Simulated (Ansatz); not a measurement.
Calculated with Ansatz (gas phase, PBE0-D4/def2-TZVP geometries, no zero-point term in ΔE). CBS: MP2 limit from def2 TZ/QZ plus the TZ coupled-cluster correction, frozen cores. This one scheme is used for every species. Functionals use def2-TZVPP. HSE06 is defined as in plane-wave codes. One conformer a species, not always the lowest.

Reaction (ligand exchange at the Si–C bond): `C[SiH2]OCN` + HCl → `NCO[SiH2]Cl` + CH₄

```csv
level,ΔE (kJ/mol)
LDA (SPW92),-124.9
PBE0-D4,-130.5
r2SCAN0-D4,-135.1
HSE06-D4,-130.7
ωB97X-V,-131.9
B2PLYP,-135.4
BLYP,-134.7
r2SCANh,-135.8
```

Question: What does CCSD(T)/CBS give? (Estimate.)

Answer: Ansatz gave: -130.8 kJ/mol. The listed levels differ from it by 5.9, 0.3, -4.3, 0.1, -1.1, -4.6, -3.9, -5.0 kJ/mol.

Largest T1 diagnostic among the species: 0.011.

Leaving LDA and LC-ωPBE aside and taking each functional with its dispersion term where it has one, the values, not all of them listed here, spread over 7.9 kJ/mol, from BHLYP-D4 to revPBE-D4. LDA lies +5.6 kJ/mol from PBE without D4. In def2-TZVPP, CCSD(T) changes the Hartree–Fock value by +11.9 kJ/mol (the triples alone add −0.0 kJ/mol) and MP2 by +6.1 kJ/mol.

CCSD(T)/CBS has its own doubt, a few kJ/mol and more with outer-core shells, so smaller differences from it don't rank the levels.
